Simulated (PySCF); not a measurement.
## SbCl⁺: mean field, correlation and small terms against distance

State: ²Π, doublet, unpaired electrons π ↑. ROHF-based CCSD(T) in PySCF 2.14 with Sb cc-pwCVDZ-PP with ECP28, Cl aug-cc-pV(D+d)Z and Sb cc-pwCVTZ-PP with ECP28, Cl aug-cc-pV(T+d)Z (frozen core orbitals: 9; scalar-relativistic core potentials). Correlation energies are extrapolated as n⁻³ (n = 2, 3), Hartree–Fock as (n+1)·exp(−9√n). All energies in eV from Sb⁺ + Cl.

| R (Å) | HF/CBS | CCSD corr. | (T) | total |
| --- | --- | --- | --- | --- |
| 2.0712 | -1.871 | -1.129 | -0.1925 | -3.193 |
| 2.1613 | -2.163 | -1.112 | -0.2054 | -3.480 |
| 2.2513 | -2.216 | -1.103 | -0.2198 | -3.539 |
| 2.3414 | -2.105 | -1.100 | -0.2353 | -3.441 |
| 2.4540 | -1.819 | -1.104 | -0.2562 | -3.179 |
| 2.5665 | -1.433 | -1.115 | -0.2783 | -2.827 |

A fit to the total gives Re = 2.2344 Å, De = 3.541 eV, ωe = 453.1 cm⁻¹, Be = 0.1245 cm⁻¹ (masses 120.9038 and 34.9689 u).

Q: At R = 2.2513 Å the CCSD correlation energy is -0.504213 hartree in the smaller basis and -0.729740 in the larger. Extrapolate it.

A: (3³·E3 − 2³·E2)/(3³ − 2³) = -0.82470 hartree; the larger basis holds 88.5 % of it.

The T1 diagnostic is 0.023. The state was picked by a PBE0 search and need not be the measured ground state. Spin–orbit coupling, excitations beyond (T) and corrections to the Born–Oppenheimer picture are left out, and spin–orbit coupling matters for open p, d or f shells this heavy.
